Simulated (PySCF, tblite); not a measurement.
Isomers of C4H4N2O2S, one GFN2-xTB conformer each. Single-point energies are computed at PBE0/pcSseg-1 (PySCF, gas phase, no added dispersion term), electronic only.

Question: Rank them by PBE0/pcSseg-1 energy, lowest first (kcal/mol).
A. `[CH3:1][O:2][c:3]1[n:4][n:5][s:6][c:7]1[CH:8]=[O:9]` with C1–O2–C3–N4 0°, S6–C7–C8–O9 0°
B. `[CH3:1][O:2][C:3](=[O:4])[c:5]1[n:6][n:7][cH:8][s:9]1` with C1–O2–C3–O4 0°, O2–C3–C5–N6 0°
C. `[CH3:1][O:2][C:3](=[O:4])[c:5]1[cH:6][s:7][n:8][n:9]1` with C1–O2–C3–O4 0°, O2–C3–C5–C6 180°
D. `[CH3:1][O:2][C:3](=[O:4])[c:5]1[cH:6][n:7][n:8][s:9]1` with C1–O2–C3–O4 1°, O2–C3–C5–C6 -179°
E. `[CH3:1][O:2][c:3]1[n:4][n:5][c:6]([CH:7]=[O:8])[s:9]1` with C1–O2–C3–N4 0°, N5–C6–C7–O8 180°

Answer: B (0.0), D (4.6), C (4.7), E (13.3), A (23.6).

As drawn, the lowest has a C(=O)–O unit, which the highest lacks. Neighbours under 2.5 kcal/mol apart (COC(=O)c1cnns1 and COC(=O)c1csnn1) can change places with a better method, another conformer or zero-point energy. GFN2-xTB itself gives, in the same order: 0.0, 1.9, 3.2, 9.3, 14.7. Both levels put the same isomer lowest; measured from each level's own lowest isomer, the values differ by up to 8.9 kcal/mol (COc1nnsc1C=O: 14.7 against 23.6).

Question: Which frontier levels, dipoles and rotational constants go with these structures?

Answer: 
```csv
SMILES,"HOMO (eV, PBE0/pcSseg-1)",LUMO (eV),dipole (D),"A, B, C (MHz)"
COC(=O)c1nncs1,-7.91,-2.34,1.31,"3576, 957.4, 758.8"
COC(=O)c1cnns1,-7.76,-2.57,3.88,"3509, 976.3, 767.5"
COC(=O)c1csnn1,-7.79,-2.08,1.57,"4433, 816.9, 692.8"
COc1nnc(C=O)s1,-7.88,-2.49,3.73,"4597, 851.9, 722.0"
COc1nnsc1C=O,-7.70,-2.80,3.20,"2141, 1263, 798.2"
```

Question: What happens when harmonic zero-point energies from GFN2-xTB frequencies are added?

Answer: 
```
        SMILES  ZPE (kcal/mol)  electronic (kcal/mol)  with ZPE (kcal/mol)
COC(=O)c1nncs1            51.8                    0.0                  0.0
COC(=O)c1cnns1            51.8                    4.6                  4.5
COC(=O)c1csnn1            51.7                    4.7                  4.6
COc1nnc(C=O)s1            51.4                   13.3                 12.9
  COc1nnsc1C=O            51.4                   23.6                 23.1
```

The zero-point energies span 0.4 kcal/mol. The order is unchanged.

Question: As an exercise, what shares would exp(−E/RT) give at 500 K from these electronic energies alone (no entropy, no degeneracies)?

Answer: RT = 0.994 kcal/mol: COC(=O)c1nncs1 98.2 %, COC(=O)c1cnns1 1.0 %, COC(=O)c1csnn1 0.9 %, COc1nnc(C=O)s1 under 0.1 %, COc1nnsc1C=O under 0.1 %.
